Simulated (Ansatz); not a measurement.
Cost and result for the atomization energy of `C[CH]1[GeH2][B]1F` (11 atoms, 11 bonds).

```xyz
11

C    -0.5386    0.9349    1.1593
C     0.3688    0.3559    0.1062
Ge    0.4938   -1.5222   -1.0361
B     0.1423    0.4020   -1.3623
F    -0.6862    1.0783   -2.1369
H    -1.5586    1.0525    0.7891
H    -0.5729    0.3076    2.0532
H    -0.1865    1.9251    1.4673
H     1.3867    0.1586    0.4457
H     1.7884   -2.1267   -0.4867
H    -0.6372   -2.5661   -0.9988
```

The species carries charge 0 and has multiplicity 1. Correlated methods include outer-core shells of Ge, which these sets cover unevenly. Scalar relativity is left out up to krypton. The geometry is a stationary point of PBE0-D4/def2-TZVP. Program: Ansatz. All runs use 4 threads of an AMD EPYC 9R45 on a shared host. Times are those of one run each, without the atoms' runs, and a repeat can differ threefold. Electronic energies, without spin–orbit coupling; frozen cores. CCSD(T)/CBS adds CCSD(T) − MP2 in def2-TZVPP to the MP2 limit, and its time is that of the two runs behind it. T1 = 0.013. With those shells the extrapolation isn't a true limit.

CCSD(T)/CBS is a level of theory with its own doubt, some kJ/mol a heavy atom from the limit and from the frozen cores, so smaller differences don't rank the functionals.

```
                             level  functions  wall time  atomization (kcal/mol)  difference from CCSD(T)/CBS  per bond
            LDA (SPW92)/def2-TZVPP        256      0.7 s                  1109.9                        146.5      13.3
              revPBE-D4/def2-TZVPP        256        1 s                   961.2                         -2.2      -0.2
                BLYP-D4/def2-TZVPP        256        1 s                   961.2                         -2.2      -0.2
   PBE-D4/def2-TZVPP (with forces)        256      1.3 s                   986.6                         23.2       2.1
                PBE0-D4/def2-TZVPP        256      1.6 s                   969.8                          6.4       0.6
r2SCAN-D4/def2-TZVPP (with forces)        256      2.1 s                   972.7                          9.3       0.8
               PBE-QIDH/def2-TZVPP        256      2.8 s                   963.2                         -0.2       0.0
                ωB97X-V/def2-TZVPP        256      3.6 s                   964.8                          1.4       0.1
                  CCSD(T)/def2-SVP        118        4 s                   920.3                        -43.1      -3.9
  ωB97M-V/def2-TZVPP (with forces)        256      4.9 s                   963.9                          0.5       0.0
                    MP2/def2-QZVPP        497       13 s                   971.1                          7.7       0.7
                CCSD(T)/def2-TZVPP        256       83 s                   942.9                        -20.5      -1.9
                 CCSD(T)/CBS(def2)          –       96 s                   963.4                          0.0       0.0
```

From BLYP to BHLYP (50 % exact exchange), in def2-TZVPP and without D4, the atomization energy moves by −19.9 kcal/mol: exact exchange takes away binding that semilocal exchange gives to molecules. In def2-TZVPP, CCSD(T) changes the Hartree–Fock value by +230.7 kcal/mol (the triples alone add +15.4 kcal/mol) and MP2 by +247.0 kcal/mol; breaking electron pairs costs correlation energy, which Hartree–Fock lacks. Leaving LDA and LC-ωPBE aside and taking each functional with its dispersion term where it has one, the values, not all of them listed here, spread over 50.0 kcal/mol, from BHLYP-D4 to PBE-D4. LDA lies +128.3 kcal/mol from PBE without D4, its usual overbinding.
